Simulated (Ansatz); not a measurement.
H₄NOSb, SMILES `[NH2][SbH][OH]`, relaxed with RKS PBE0-D4/def2-TZVP in Ansatz 0.2.0 from a PBE-D4/def2-SVP geometry. The force threshold is 0.005 eV/Å; the program also tests the step.

Charge 0, multiplicity 1. Sb: def2 effective core potential.

Start:

```xyz
7

N     0.716    1.071    0.001
Sb   -0.272   -0.521   -0.856
O    -0.489   -1.677    0.801
H     1.481    1.447   -0.569
H     0.146    1.837    0.372
H    -1.858    0.130   -0.562
H     0.275   -2.287    0.812
```

Q: How much energy does the relaxation release, and in how many steps? (Best estimate.)

A: Ansatz gave: 8.18 kJ/mol, in 7 steps.

Q: Which bonds change most? (Best estimate.)

A: Ansatz gave: Sb2–O3 from 2.031 to 1.970 Å; N1–Sb2 from 2.060 to 2.009 Å; Sb2–H6 from 1.739 to 1.715 Å; O3–H7 from 0.978 to 0.961 Å.

Q: Give the relaxed structure. (An estimate is asked.)

A: The calculation gave: 
```xyz
7

N     0.711    1.021   -0.033
Sb   -0.281   -0.510   -0.876
O    -0.482   -1.612    0.744
H     1.430    1.451   -0.594
H     0.193    1.715    0.484
H    -1.854    0.113   -0.597
H     0.283   -2.179    0.872
```
